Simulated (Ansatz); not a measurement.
Harmonic frequencies (cm⁻¹) at PBE0-D4/def2-TZVP from Ansatz: 111, 234, 238, 348, 364, 399, 455, 514, 546, 569, 622, 648, 704, 779, 823, 912, 936, 969, 998, 1384, 1913, 2169, 2176, 2187, 2189, 3052, 3123.

Problem. Which molecule is it?
A. `C1[SiH2][AlH][SiH2]1`
B. `[CH3][Al]1[SiH2][SiH2]1`
C. `[SiH3][CH]1[AlH][SiH2]1`
D. `[AlH2][SiH]1C[SiH2]1`

Solution. A.
